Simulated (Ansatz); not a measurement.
Reaction (formal exchange of groups at the Si–O bond): `[SiH3]O[AsH2]` + `[SiH3]CC=S` → `[SiH3][SiH2]CC=S` + `O[AsH2]`

Program: Ansatz. Geometries: PBE0-D4/def2-TZVP. ΔE: electronic, gas phase. CCSD(T)/CBS adds triple-zeta CCSD(T) − MP2 to the extrapolated MP2 energy (def2 sets, frozen cores). DFT in def2-TZVPP. For As outer-core shells are correlated without core-valence functions, which leaves a few kJ/mol of doubt a bond. Scalar relativity is left out up to krypton. One conformer a species, not always the lowest.

`[SiH3]O[AsH2]`:

Cartesian coordinates in Å:
```
Si 0.855 -0.614 0.814
O -0.453 -0.309 -0.134
As -0.768 1.217 -1.028
H 0.959 0.376 1.921
H 2.116 -0.560 0.024
H 0.672 -1.975 1.373
H -1.144 0.542 -2.346
H -2.238 1.323 -0.624
```

`[SiH3]CC=S`:

Cartesian coordinates in Å:
```
Si 0.014 1.321 0.112
C -0.584 -0.437 -0.298
C 0.486 -1.398 0.008
S 0.639 -2.256 1.367
H 0.245 1.429 1.573
H -1.025 2.292 -0.319
H 1.278 1.598 -0.617
H -0.833 -0.441 -1.365
H -1.478 -0.625 0.300
H 1.258 -1.483 -0.762
```

`[SiH3][SiH2]CC=S`:

Cartesian coordinates in Å:
```
Si -0.594 -1.876 -0.620
Si -0.282 -0.268 1.052
C 0.905 1.112 0.470
C 0.278 1.826 -0.650
S 0.395 1.426 -2.211
H -1.429 -1.363 -1.735
H 0.721 -2.333 -1.139
H -1.292 -3.038 -0.001
H 0.319 -0.887 2.267
H -1.579 0.351 1.442
H 1.828 0.614 0.163
H 1.090 1.768 1.326
H -0.360 2.667 -0.364
```

`O[AsH2]`:

Z-matrix (Å, degrees):
```
As
O 1 1.802
H 1 1.527 2 95.9
H 1 1.527 2 95.9 3 91.9
H 2 0.960 1 107.7 3 134.2
```

(1) Is it downhill or uphill in electronic energy at CCSD(T)/CBS, and by how much? (Best estimate.)

(2) What do these levels give: PBE-D4, ωB97M-V, B2PLYP, PBE0, HF/def2-TZVPP, SCS-MP2/def2-TZVPP? (An estimate is asked.)

Largest T1 diagnostic among the species: 0.016.

Answers

(1) Ansatz gave: Uphill: ΔE = +87.8 kJ/mol.

(2) Ansatz gave: PBE-D4 61.6, ωB97M-V 90.2, B2PLYP 96.0, PBE0 73.0, HF/def2-TZVPP 120.1, SCS-MP2/def2-TZVPP 102.1 kJ/mol.

In def2-TZVPP, CCSD(T) changes the Hartree–Fock value by −31.0 kJ/mol (the triples alone add −4.5 kJ/mol) and MP2 by −24.3 kJ/mol. The D4 term adds −6.0 kJ/mol with B3LYP and −3.6 kJ/mol with PBE0; it sums over pairs of atoms, weighted by their polarisabilities, and B3LYP, whose exchange is more repulsive, gets the larger term.

B3LYP here is the variant with VWN-RPA as its local correlation; programs differ in this.
